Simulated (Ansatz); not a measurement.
Molecule: dimethylborinic acid, C2H7BO (charge 0, singlet). SMILES: CB(C)O
Geometry from a B3LYP-D3(BJ)/def2-TZVP (Ansatz, a first-principles code) optimisation:
```
B
O 1 1.3670
H 2 0.9631 1 113.54
C 1 1.5715 2 116.87 3 -178.62
H 4 1.0907 1 112.96 2 -11.80
H 4 1.0936 5 108.89 1 124.89
H 4 1.0963 5 107.69 6 114.18
C 1 1.5781 2 121.14 3 1.55
H 8 1.0933 1 111.55 2 -135.20
H 8 1.0937 9 108.06 1 -126.64
H 8 1.0960 9 105.72 10 -114.64
```

Property: vertical ionisation energy (to the doublet state of charge +1; each state is the SCF solution reached for its spin), in eV. Correlated levels leave the core frozen unless marked. UHF or UKS for open shells. No spin-orbit coupling. No relativistic terms. Basis-set limits of correlation are two-point, X^-3; Hartree-Fock from the larger set. The bracket is a focal-point correction in the basis named.

```json
[
 {"level": "HF/aug-cc-pVTZ", "program": "Ansatz", "vertical ionisation energy (eV)": "10.40"},
 {"level": "SVWN5/def2-TZVPD", "program": "Ansatz", "vertical ionisation energy (eV)": "10.45"}
]
```

**Question.** What does RI-MP2/CBS(aug-cc-pVTZ,aug-cc-pVQZ)+[CCSD(T)-MP2]/aug-cc-pVTZ (Ansatz) give?

**Answer.** 11.09 eV
